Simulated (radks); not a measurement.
All-electron atom: the oxygen ion O3+ in [He] 2s2 2p1.

Method: scalar-relativistic Kohn-Sham, PBEsol, spin-unpolarised, spherical densities, finite nucleus; Fermi nuclear charge, rms radius 2.6991 fm; computed with a radial shooting solver on a logarithmic mesh with Libxc functionals.

Energy parts (eV):
| part | energy |
|---|---|
| total | -1930.475 |
| kinetic | 1929.374 |
| electron-nucleus | -4274.470 |
| Hartree | 589.070 |
| exchange-correlation | -174.450 |

Orbitals (lengths in bohr, moments of r in powers of bohr; r(max) is where P^2 peaks):
[
 {"orbital": "1s", "occ.": "2", "eigenvalue (eV)": "-584.7716", "r(max)": "0.1294"},
 {"orbital": "2s", "occ.": "2", "eigenvalue (eV)": "-79.2315", "r(max)": "0.8087"},
 {"orbital": "2p", "occ.": "1", "eigenvalue (eV)": "-64.7585", "r(max)": "0.7054"}
]

The highest occupied level is 2p at -64.759 eV. The electron density at the nucleus is 326.6 e/bohr^3 (large components only). The density falls to 0.001 e/bohr^3 at r = 2.34 bohr.
